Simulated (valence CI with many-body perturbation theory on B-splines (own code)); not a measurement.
## Co²¹⁺: calculated level list

Calculated by configuration interaction combined with many-body perturbation theory (CI+MBPT): four valence electrons over a frozen Dirac-Fock core [He], a basis of 11 s, 11 p, 9 d, 7 f, 5 g, 2 h, 1 i functions for each j, with the one-electron correlation potential Σ1 (screened to all orders), the two-electron term Σ2, the three-electron term Σ3, Breit, model QED; selected single and double excitations, second order for the rest (own B-spline code, finite nucleus).

No measured spectrum was set against this ion. As an estimate, levels of excited configurations hold to 0.05 to 0.15 % of their energy, terms of the ground configuration to about 0.5 %. Among the levels kept, up to 250 cm⁻¹ of a level comes from second order outside the variational space, and about a tenth of that is noise between levels of different J, which matters for small intervals.

Levels 46 to 90 of 113, with energies above the lowest level, 2s2.2p2 3P_0. "Leading %" is the weight of the configuration and term that name the level; weights of strongly mixed levels are sums over their largest components and can fall short. Lifetimes count E1, E2, E3, M1 and M2 decay at the calculated energies, and are blank where another channel may lead or the interval is too uncertain; long ones can be off by a factor of two.

| No. | Configuration | Term | J | E (× 10³ cm⁻¹) | Leading % | g | Lifetime |
| --- | --- | --- | --- | --- | --- | --- | --- |
| 46 | 2s2.2p.3d | 3D° | 3 | 8987.5 | 70 | 1.258 | 42.6 fs |
| 47 | 2s2.2p.3d | 3P° | 1 | 9002.2 | 63 | 1.289 | 51.1 fs |
| 48 | 2s2.2p.3d | 3P° | 0 | 9003.2 | 70 |  | 69.8 fs |
| 49 | 2s2.2p.3d | 3P° | 2 | 9003.4 | 51 | 1.332 | 46.2 fs |
| 50 | 2s.2p2.3p | 5D° | 0 | 9015.7 | 67 |  | 360 fs |
| 51 | 2s.2p2.3p | 5D° | 1 | 9017.5 | 51 | 1.673 | 448 fs |
| 52 | 2s.2p2.3s | 3P | 2 | 9033.4 | 82 | 1.458 | 295 fs |
| 53 | 2s.2p2.3p | 5D° | 2 | 9059.1 | 71 | 1.577 | 36.0 ps |
| 54 | 2s2.2p.3d | 1F° | 3 | 9060.6 | 82 | 1.039 | 27.4 fs |
| 55 | 2s2.2p.3d | 1P° | 1 | 9063.4 | 53 | 1.234 | 60.5 fs |
| 56 | 2s.2p2.3p | 3S° | 1 | 9070.3 | 28 | 1.602 | 104 fs |
| 57 | 2s.2p2.3p | 5P° | 1 | 9106.1 | 42 | 1.545 | 191 fs |
| 58 | 2s.2p2.3p | 5P° | 2 | 9111.4 | 50 | 1.652 | 867 fs |
| 59 | 2s.2p2.3p | 5D° | 3 | 9115.0 | 85 | 1.514 | 34.0 ps |
| 60 | 2s.2p2.3p | 3D° | 1 | 9143.0 | 52 | 1.330 | 180 fs |
| 61 | 2s.2p2.3p | 5P° | 3 | 9154.1 | 62 | 1.546 | 709 fs |
| 62 | 2s.2p2.3p | 5D° | 4 | 9170.4 | 94 | 1.482 | 186 ps |
| 63 | 2s.2p2.3p | 3D° | 2 | 9175.8 | 75 | 1.291 | 154 fs |
| 64 | 2s.2p2.3s | 3D | 1 | 9183.2 | 92 | 0.538 | 266 fs |
| 65 | 2s.2p2.3s | 3D | 2 | 9193.0 | 84 | 1.183 | 274 fs |
| 66 | 2s.2p2.3p | 3P° | 0 | 9210.2 | 92 |  | 141 fs |
| 67 | 2s.2p2.3s | 3D | 3 | 9210.5 | 91 | 1.351 | 250 fs |
| 68 | 2s.2p2.3p | 5S° | 2 | 9212.0 | 78 | 1.919 | 1.63 ps |
| 69 | 2s.2p2.3p | 3D° | 3 | 9236.7 | 68 | 1.383 | 162 fs |
| 70 | 2s.2p2.3p | 3P° | 1 | 9240.3 | 72 | 1.481 | 136 fs |
| 71 | 2s.2p2.3d | 5F | 1 | 9241.0 | 85 | 0.158 | 2.25 ps |
| 72 | 2s.2p2.3p | 3P° | 2 | 9241.9 | 79 | 1.464 | 150 fs |
| 73 | 2s.2p2.3d | 5F | 2 | 9250.1 | 70 | 1.134 | 707 fs |
| 74 | 2s.2p2.3s | 1D | 2 | 9268.0 | 84 | 1.052 | 479 fs |
| 75 | 2s.2p2.3d | 5F | 3 | 9270.3 | 55 | 1.363 | 258 fs |
| 76 | 2s.2p2.3s | 3P | 1 | 9306.7 | 44 | 1.624 | 310 fs |
| 77 | 2s.2p2.3s | 3P | 0 | 9314.3 | 78 |  | 316 fs |
| 78 | 2s.2p2.3d | 5F | 4 | 9318.2 | 73 | 1.381 | 4.35 ps |
| 79 | 2s.2p2.3d | 5D | 0 | 9327.3 | 93 |  | 2.09 ps |
| 80 | 2s.2p2.3d | 5D | 2 | 9327.5 | 40 | 1.404 | 151 fs |
| 81 | 2s.2p2.3d | 5D | 1 | 9327.8 | 77 | 1.410 | 383 fs |
| 82 | 2s.2p2.3d | 5F | 3 | 9334.8 | 40 | 1.436 | 87.5 fs |
| 83 | 2s.2p2.3d | 3F | 2 | 9349.7 | 37 | 1.139 | 94.6 fs |
| 84 | 2s.2p2.3d | 5F | 5 | 9367.5 | 94 | 1.386 | 826 ps |
| 85 | 2s.2p2.3p | 3F° | 2 | 9377.1 | 63 | 0.804 | 365 fs |
| 86 | 2s.2p2.3d | 5D | 4 | 9377.3 | 63 | 1.426 | 132 ps |
| 87 | 2s.2p2.3d | 3F | 2 | 9386.9 | 56 | 1.034 | 98.2 fs |
| 88 | 2s.2p2.3d | 5P | 3 | 9399.2 | 50 | 1.500 | 54.6 fs |
| 89 | 2s.2p2.3d | 3P | 1 | 9413.0 | 72 | 1.377 | 85.3 fs |
| 90 | 2s.2p2.3d | 5P | 2 | 9415.0 | 73 | 1.731 | 37.5 fs |

Names give the largest LS component (configuration and term), which can be under half, so a name can repeat, a term be missing and a line seem to break the LS rules; names also repeat where a configuration has a term twice.
